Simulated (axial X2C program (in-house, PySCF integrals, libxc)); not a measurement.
Low determinants of AsF⁻ at the PBE0 level, two-component

Calculated with an in-house relativistic program for diatomic molecules. Two-component (2c) means X2C with spin–orbit coupling and atomic mean-field two-electron Coulomb and Gaunt terms. Basis: As dyall-acv3z [10s10p7d5f1g], F dyall-av3z [7s6p3d2f] (cores contracted in-house); Gaussian nuclei, density fitting, unrestricted open shells. Masses: As 74.922 u, F 18.998 u.

Search at 1.850 Å (vertical energies from the lowest determinant):

```
ΔE (eV)    state  electrons beyond evenly filled partner blocks  electrons in ±ω = 1/2, 3/2, 5/2, 7/2
   0.00  Ω = 3/2                                        ω = 3/2                             30 11 2 0
   0.14  Ω = 1/2                                        ω = 1/2                             29 12 2 0
   1.31  Ω = 1/2                          2 × ω = -1/2, ω = 3/2                             30 11 2 0
   1.88  Ω = 1/2                                        ω = 1/2                             31 10 2 0
   2.04  Ω = 5/2                           2 × ω = 1/2, ω = 3/2                             30 11 2 0
   2.17  Ω = 5/2                          ω = -1/2, 2 × ω = 3/2                             29 12 2 0
   3.15  Ω = 7/2                           ω = 1/2, 2 × ω = 3/2                             29 12 2 0
```

Lowest determinant, Ω = 3/2 (⟨Sz⟩ = 0.50, ⟨Lz⟩ = 1.00 at PBE0): Re = 1.835 Å, ωe = 537.5 cm⁻¹.

The determinant in row 2 of the search, Ω = 1/2 (⟨Sz⟩ = -0.50, ⟨Lz⟩ = 1.00 at PBE0), was followed along the bond at PBE0; measured from the minimum of the lowest determinant it gives:

Te = 0.135 eV (1087 cm⁻¹), Re = 1.832 Å, ωe = 541.6 cm⁻¹.

**Question.** Compare the bond of the determinant in row 2 with that of the lowest one.

**Answer.** At PBE0 its Re is 0.003 Å shorter and its force constant, which goes as ωe², is 1.02 times that of the lowest determinant. T0 ≈ Te + Δωe/2 = 1087 + (2) = 1089 cm⁻¹.

The search compares states at one distance, so a state with another bond length can lie lower; it is not exhaustive and yields mostly the lowest determinant of each block pattern, so other components and higher states of one pattern are missing. These are energies of single determinants, not of spin-adapted states; PBE0 term energies can be off by some tenths of an eV, and the functional has no current term. For an anion, determinants above electron detachment are held by the basis set. The highest occupied level of some functionals is positive through self-interaction error; at Hartree–Fock it is bound. Row 1 has a positive highest level at its minimum. Row 2 has a positive highest level at its minimum.
